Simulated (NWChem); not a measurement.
System: C₄H₃S, doublet; SMILES c1c[c]cs1

Here is an NWChem input.

```
start job
memory heap 200 mb stack 900 mb global 1100 mb
geometry units angstroms noautosym nocenter noautoz
  C      0.881084    -1.180582     0.000000
  C      1.303441     0.099750     0.000000
  S     -0.112718     1.143225     0.000000
  C     -1.190420    -0.221956     0.000000
  C     -0.517187    -1.416500     0.000000
  H      2.297769     0.522535     0.000000
  H     -2.260708    -0.059570     0.000000
  H     -0.992491    -2.389913     0.000000
end
basis spherical
  * library 6-31g*
end
dft
  odft
  mult 2
  xc pbe0
  iterations 150
end
cosmo
  do_cosmo_smd true
  solvent cychexon
end
task dft energy
```

NWChem printed, in part:

```
             Northwest Computational Chemistry Package (NWChem) 7.3.0
             --------------------------------------------------------

                             Geometry "geometry" -> ""
                             -------------------------

 Output coordinates in angstroms (scale by  1.889725989 to convert to a.u.)

  No.       Tag          Charge          X              Y              Z
 ---- ---------------- ---------- -------------- -------------- --------------
    1 C                    6.0000     0.88108400    -1.18058200     0.00000000
    2 C                    6.0000     1.30344100     0.09975000     0.00000000
    3 S                   16.0000    -0.11271800     1.14322500     0.00000000
    4 C                    6.0000    -1.19042000    -0.22195600     0.00000000
    5 C                    6.0000    -0.51718700    -1.41650000     0.00000000
    6 H                    1.0000     2.29776900     0.52253500     0.00000000
    7 H                    1.0000    -2.26070800    -0.05957000     0.00000000
    8 H                    1.0000    -0.99249100    -2.38991300     0.00000000

 Effective nuclear repulsion energy (a.u.)     191.9656544381

                                 NWChem DFT Module
                                 -----------------

 Summary of "ao basis" -> "ao basis" (spherical)
 ------------------------------------------------------------------------------
       Tag                 Description            Shells   Functions and Types
 ---------------- ------------------------------  ------  ---------------------
 C                           6-31g*                  6       14   3s2p1d
 S                           6-31g*                  8       18   4s3p1d
 H                           6-31g*                  2        2   2s

 in cosmo_initialize ...
 calling solv_data for solv:cychexon

 solvent parameters
 solvname_short: cychexon
 solvname_long:  cyclohexanone
 dielec:       15.6190
 dielecinf:     2.1045
 nonaqueous SMD model solvent descriptors
 dielec:       15.6190
 sola:          0.0000
 solb:          0.5600
 solc:          0.0000
 solg:         49.7600
 solh:          0.0000
 soln:          1.4507

          ---------------
          -cosmo- solvent
          ---------------
 Cosmo: York-Karplus, doi: 10.1021/jp992097l
 dielectric constant -eps-     =  15.62
 screen = (eps-1)/(eps    )    =   0.93598
 surface charge correction     = lagrangian

   van der Waals surface
 --------------------------

[...]

                                COSMO-SMD solvation results
                                ---------------------------

             internal energy in gas <Psi(g)|H|Psi(g)> =      -551.970771552337
         internal energy in solvent <Psi(s)|H|Psi(s)> =      -551.970004854593
                               delta internal energy  =         0.000766697744 (    0.48 kcal/mol)
   total free energy in solvent <Psi(s)|H+V/2|Psi(s)> =      -551.976545948764
 polarization energy contribution <Psi(s)|V/2|Psi(s)> =        -0.006541094171 (   -4.10 kcal/mol)
    total free energy in solvent including G(SMD-CDS) =      -551.976889124917
                       G(SMD-CDS) energy contribution =        -0.000343176153 (   -0.22 kcal/mol)
     1 M fixed-concentration free energy of solvation =        -0.006117572580 (   -3.84 kcal/mol)

                    DFT Final Alpha Molecular Orbital Analysis
                    ------------------------------------------

 Vector   20  Occ=1.000000D+00  E=-2.776403D-01
              MO Center=  7.4D-01, -8.4D-01,  5.6D-09, r^2= 2.6D+00
   Bfn.  Coefficient  Atom+Function         Bfn.  Coefficient  Atom+Function
  ----- ------------  ---------------      ----- ------------  ---------------
     4      0.394768  1 C  py                 3     -0.343396  1 C  px
     8      0.296317  1 C  py                 7     -0.268213  1 C  px
    36      0.260229  3 S  py                 6     -0.236486  1 C  s
    35     -0.211736  3 S  px                63      0.144886  5 C  px
    40      0.142042  3 S  py                18     -0.138227  2 C  py

 Vector   21  Occ=1.000000D+00  E=-2.740799D-01
              MO Center=  9.3D-02,  9.2D-02, -1.1D-08, r^2= 2.9D+00
   Bfn.  Coefficient  Atom+Function         Bfn.  Coefficient  Atom+Function
  ----- ------------  ---------------      ----- ------------  ---------------
    37      0.551018  3 S  pz                 5     -0.317313  1 C  pz
    41      0.315642  3 S  pz                65     -0.226225  5 C  pz
     9     -0.225086  1 C  pz                33     -0.206478  3 S  pz
    69     -0.174323  5 C  pz                19     -0.069391  2 C  pz
    51      0.050500  4 C  pz                55      0.049664  4 C  pz

 Vector   22  Occ=1.000000D+00  E=-2.558116D-01
              MO Center= -1.4D-02, -3.8D-01, -1.6D-10, r^2= 2.7D+00
   Bfn.  Coefficient  Atom+Function         Bfn.  Coefficient  Atom+Function
  ----- ------------  ---------------      ----- ------------  ---------------
    51     -0.358917  4 C  pz                19      0.339639  2 C  pz
    55     -0.294214  4 C  pz                23      0.280415  2 C  pz
    65     -0.260118  5 C  pz                69     -0.186705  5 C  pz
     5      0.177731  1 C  pz                 9      0.115483  1 C  pz
    37      0.098378  3 S  pz                41      0.061090  3 S  pz

 Vector   23  Occ=0.000000D+00  E=-1.332032D-02
              MO Center=  2.1D-02, -9.7D-02, -3.6D-10, r^2= 3.2D+00
   Bfn.  Coefficient  Atom+Function         Bfn.  Coefficient  Atom+Function
  ----- ------------  ---------------      ----- ------------  ---------------
    55      0.491264  4 C  pz                23      0.472840  2 C  pz
    41     -0.367400  3 S  pz                51      0.359273  4 C  pz
    19      0.349972  2 C  pz                37     -0.333573  3 S  pz
    69     -0.286615  5 C  pz                 9     -0.237881  1 C  pz
    65     -0.213873  5 C  pz                 5     -0.190414  1 C  pz

[...]
```

Level: PBE0/6-31G* (spherical d), spin-unrestricted, SMD on the gas-phase geometry. In the optimisation the excess spin sits in a' (Cs, its own frame). Coordinates come from a B3LYP/6-31G* (spherical d), spin-unrestricted optimisation. No stability test was run on the SCF state. Solvent: cyclohexanone.
